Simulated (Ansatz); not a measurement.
# A ladder of methods for C2H5FSi (SMILES F/C=C/[SiH3])

C2H5FSi has 9 atoms, charge 0, and is taken as a singlet. SMILES: `F/C=C/[SiH3]`. The coordinates come from a PBE0-D4/def2-TZVP relaxation.

```xyz
9

F    -1.2599    2.3609    0.5064
C    -0.5783    1.3550   -0.0480
C    -0.3367    0.2199    0.5849
Si    0.6141   -1.1450   -0.2289
H    -0.2642    1.5996   -1.0581
H    -0.7161    0.1181    1.5986
H     1.8437   -1.4656    0.5428
H    -0.2067   -2.3816   -0.3163
H     0.9925   -0.7076   -1.5985
```

Quantity: the electronic atomisation energy, in eV. The values are calculated. Electronic energies at fixed atoms, without zero-point motion or spin-orbit coupling.

| level | kind | program | value (eV) | CPU time (all runs) |
| --- | --- | --- | --- | --- |
| HF/cc-pVDZ | Hartree–Fock | Ansatz | 24.43 | 2.7 s |
| SVWN5/cc-pVDZ | LDA | Ansatz | 38.27 | 5.3 s |
| revPBE/cc-pVDZ | GGA | Ansatz | 32.88 | 8.4 s |
| B3LYP/cc-pVDZ | global hybrid | Ansatz | 33.16 | 8.9 s |
| BHLYP/cc-pVDZ | global hybrid | Ansatz | 32.20 | 9.2 s |
| CAM-B3LYP/cc-pVDZ | range-separated hybrid | Ansatz | 33.42 | 9.5 s |
| PBE-QIDH/cc-pVDZ | double hybrid | Ansatz | 32.61 | 11 s |
| RPA@PBE/cc-pVDZ | RPA | Ansatz | 29.83 | 14 s |
| MP2/cc-pVDZ | perturbation theory | Ansatz | 31.58 | 3.2 s |
| CCSD/cc-pVDZ | coupled cluster or CI | Ansatz | 30.83 | 16 s |

Correlated wave functions underbind in double-zeta sets. The values span 24.43 to 38.27 eV. In so small a basis fixed costs decide the times, and correlated methods can beat functionals. Times are those of the runs behind each value, whatever else they computed, on shared processors of several kinds: orders of magnitude only.
